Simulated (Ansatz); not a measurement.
`[CH3][GaH][Cl]` + `CCC(C)(C)OC(C)=O` → `C[CH2][Ga]([CH3])[Cl]` + `CC(=O)OC(C)C`  (formal exchange of groups at a Ga–H bond)

Program: Ansatz. Geometries: PBE0-D4/def2-TZVP. ΔE: electronic, gas phase. CBS: MP2 limit from def2 TZ/QZ plus the TZ coupled-cluster correction, frozen cores. For Ga outer-core shells are correlated without core-valence functions, which leaves a few kJ/mol of doubt a bond. Scalar relativity is left out up to krypton. Each species was taken in one conformer, which may not be the lowest.

`[CH3][GaH][Cl]`:

Z-matrix (Å, degrees):
```
C
Ga 1 1.952
H 1 1.089 2 110.9
H 1 1.093 2 110.2 3 121.1
H 1 1.093 2 109.9 3 -120.7
Cl 2 2.160 1 116.2 3 2.5
H 2 1.560 1 130.1 3 -177.6
```

`CCC(C)(C)OC(C)=O`:

```xyz
23

C    -0.386    2.348   -0.662
C     0.318    1.147   -1.268
C     0.618    0.002   -0.303
C     1.447    0.466    0.883
C     1.299   -1.130   -1.054
O    -0.706   -0.423    0.134
C    -0.870   -1.422    1.004
C    -2.330   -1.634    1.282
O     0.017   -2.065    1.502
H    -0.632    3.076   -1.438
H    -1.317    2.052   -0.175
H     0.236    2.857    0.077
H    -0.288    0.739   -2.083
H     1.269    1.456   -1.712
H     1.743   -0.374    1.507
H     2.346    0.968    0.517
H     0.889    1.176    1.496
H     1.511   -1.970   -0.396
H     0.669   -1.471   -1.879
H     2.241   -0.769   -1.474
H    -2.453   -2.484    1.949
H    -2.751   -0.738    1.743
H    -2.869   -1.804    0.349
```

`C[CH2][Ga]([CH3])[Cl]`:

```xyz
13

C    -0.353   -1.868   -0.044
C    -1.055   -0.648   -0.629
Ga   -0.198    1.078   -0.242
C     1.409    1.548    0.771
Cl   -1.232    2.788   -1.097
H    -0.879   -2.794   -0.296
H    -0.293   -1.819    1.046
H     0.669   -1.967   -0.417
H    -2.087   -0.573   -0.270
H    -1.134   -0.721   -1.719
H     2.098    2.100    0.128
H     1.918    0.669    1.170
H     1.137    2.207    1.599
```

`CC(=O)OC(C)C`:

Z-matrix (Å, degrees):
```
C
C 1 1.499
H 1 1.092 2 109.8
H 1 1.092 2 109.9 3 117.8
H 1 1.087 2 109.6 3 -121.0
O 2 1.202 1 125.1 3 120.9
O 2 1.339 1 110.8 3 -59.3
C 7 1.443 2 117.1 1 179.7
C 8 1.513 7 109.6 2 -83.4
C 8 1.510 7 106.2 2 153.9
H 8 1.093 7 107.4 2 35.5
H 9 1.093 8 110.4 7 -59.6
H 9 1.090 8 110.7 7 61.4
H 9 1.092 8 110.0 7 -179.1
H 10 1.093 8 110.7 7 61.7
H 10 1.091 8 110.9 7 -58.8
H 10 1.092 8 110.0 7 -178.6
```

| level | ΔE (kcal/mol) |
| --- | --- |
| MP2/def2-QZVPP | -6.4 |
| CCSD/CBS(def2) | -7.0 |

What does CCSD(T)/CBS give? (Best estimate.)

The calculation gave: -6.5 kcal/mol. The listed levels differ from it by 0.1, -0.5 kcal/mol.

Largest T1 diagnostic among the species: 0.013.

At CCSD(T), def2-SVP lies +4.4 kcal/mol from the extrapolated value and def2-TZVPP +0.9 kcal/mol. The D4 term adds +2.4 kcal/mol with B3LYP and +1.4 kcal/mol with PBE0; it sums over pairs of atoms, weighted by their polarisabilities, and B3LYP, whose exchange is more repulsive, gets the larger term. From PBE to PBE0 (25 % exact exchange), in def2-TZVPP and without D4, ΔE moves by +0.8 kcal/mol.

B3LYP here is the variant with VWN-RPA as its local correlation; programs differ in this.
